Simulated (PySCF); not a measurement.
Excitations are Tamm–Dancoff values on a coarser integration grid. The basis has no diffuse functions, so Rydberg states are missing or too high.

Cartesian coordinates (Å):
```xyz
10

C     -1.8559    -0.5940    -0.1544
Ga    -0.1729     0.3888    -0.2842
C      1.6474    -0.1599    -0.7320
Br    -0.3755     2.6425     0.1818
H     -2.2512    -0.5075     0.8607
H     -2.5915    -0.1479    -0.8279
H     -1.7421    -1.6507    -0.4016
H      1.9668     0.3503    -1.6443
H      2.3278     0.1469     0.0657
H      1.7342    -1.2372    -0.8813
```
Charge 0, multiplicity 1.

Question: Estimate the S1 excitation (TDA), dipole moment and T1 excitation (TDA) that ωB97X-D3(BJ)/def2-TZVP in PySCF returns for this input.

Answer: 
| Item | Result |
|---|---|
| S1 excitation (TDA) | 5.62 eV |
| dipole moment | 0.597 e·Å |
| T1 excitation (TDA) | 5.41 eV |
